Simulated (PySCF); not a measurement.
# Peak assignment

Molfile (atoms numbered from 1):
```
C6H11NSi
     RDKit          3D

 19 18  0  0  0  0  0  0  0  0999 V2000
   -1.6319    3.3344   -0.0773 C   0  0  0  0  0  0  0  0  0  0  0  0
   -1.0442    2.3034    0.1165 C   0  0  0  0  0  0  0  0  0  0  0  0
   -0.1794    0.6757    0.3860 Si  0  0  2  0  0  4  0  0  0  0  0  0
    1.3501    0.7064   -0.7086 C   0  0  0  0  0  0  0  0  0  0  0  0
    2.2930   -0.2225   -0.7815 C   0  0  0  0  0  0  0  0  0  0  0  0
    2.3117   -1.5056   -0.0235 C   0  0  0  0  0  0  0  0  0  0  0  0
   -1.1086   -0.7119   -0.0444 N   0  0  0  0  0  0  0  0  0  0  0  0
   -2.3755   -1.0272    0.5684 C   0  0  0  0  0  0  0  0  0  0  0  0
   -2.1352    4.2444   -0.2421 H   0  0  0  0  0  0  0  0  0  0  0  0
    0.0837    0.5579    1.8281 H   0  0  0  0  0  0  0  0  0  0  0  0
    1.4794    1.5990   -1.3080 H   0  0  0  0  0  0  0  0  0  0  0  0
    3.1477   -0.0784   -1.4365 H   0  0  0  0  0  0  0  0  0  0  0  0
    2.3914   -2.3467   -0.7125 H   0  0  0  0  0  0  0  0  0  0  0  0
    1.4132   -1.6197    0.5749 H   0  0  0  0  0  0  0  0  0  0  0  0
    3.1837   -1.5366    0.6306 H   0  0  0  0  0  0  0  0  0  0  0  0
   -1.0706   -1.0253   -1.0031 H   0  0  0  0  0  0  0  0  0  0  0  0
   -2.3265   -0.7714    1.6247 H   0  0  0  0  0  0  0  0  0  0  0  0
   -3.2097   -0.4713    0.1248 H   0  0  0  0  0  0  0  0  0  0  0  0
   -2.5823   -2.0955    0.4760 H   0  0  0  0  0  0  0  0  0  0  0  0
  1  2  3  0
  2  3  1  0
  3  4  1  0
  4  5  2  0
  5  6  1  0
  3  7  1  0
  7  8  1  0
  1  9  1  0
  3 10  1  1
  4 11  1  0
  5 12  1  0
  6 13  1  0
  6 14  1  0
  6 15  1  0
  7 16  1  0
  8 17  1  0
  8 18  1  0
  8 19  1  0
M  END
```

Computational details: geometry from GFN2-xTB, PBE0/pcSseg-1 with gauge-including orbitals, in PySCF 2.14.0 with density-fitted response routines (a single conformation, averaged over atoms made equivalent by symmetry, fast rotation or ring inversion, gas phase, no relativistic terms).

Referencing at the same level of theory: TMS for 13C (186.93 ppm) and 1H (31.72 ppm).

(1) Assign these signals to the numbered atoms. 13C{1H} NMR (computed): δ 158.7, 129.7, 99.7, 91.9, 31.6, 24.2.

(2) Assign these signals to the numbered atoms. 1H NMR (500 MHz, computed): δ 6.95 (m, 1H), 5.78 (m, 1H), 5.13 (m, 1H), 2.86 (s, 3H), 2.07 (d, 3H), 1.83 (d, 1H), 0.07 (br s, 1H).

Results:

(1) 
| δ (ppm) | atoms | environment | reason |
| --- | --- | --- | --- |
| 158.7 | C5 | alkene CH | as expected for a trigonal carbon in a double bond |
| 129.7 | C4 | alkene CH | – |
| 99.7 | C1 | terminal alkyne carbon | sp carbons lie upfield of alkene carbons because the cylindrical π system leaves one tensor component strongly shielded |
| 91.9 | C2 | alkyne carbon | sp carbons lie upfield of alkene carbons because the cylindrical π system leaves one tensor component strongly shielded |
| 31.6 | C8 | methyl carbon bonded to N | deshielded by the electronegative neighbour |
| 24.2 | C6 | allylic methyl carbon | a saturated carbon with 1 carbon neighbour and no heteroatom attached |

(2) 
6.95 → H12, hydrogen on an alkene CH: a vinylic proton, deshielded by the sp2 carbon and the C=C anisotropy
5.78 → H11, hydrogen on an alkene CH
5.13 → H10, hydrogen on a silicon bonded to 2 C, N
2.86 → H17/H18/H19, hydrogen on a methyl carbon bonded to N: its carbon carries N, hence the downfield position
2.07 → H13/H14/H15, hydrogen on an allylic methyl carbon: allylic position
1.83 → H9, hydrogen on a terminal alkyne carbon: it lies on the axis of the triple bond, in its shielding cone
0.07 → H16, hydrogen on a nitrogen bonded to C, Si: labile proton, position sensitive to the medium

The OH or NH signal is concentration- and solvent-dependent in practice; the value given is the gas-phase one. Shifts are as computed. Against solution values, carbons near 30 ppm lie about +3 ppm off and those near 130 ppm about +5 ppm. Of 1211 compounds with measured shifts, 218 miss one by over three times the rms of a fit or turn the order of signals round; such compounds aren't used in these exercises. Multiplicities follow the n + 1 count of equivalent neighbours, as no J values were calculated; m marks all less simple cases, F and P coupling included.
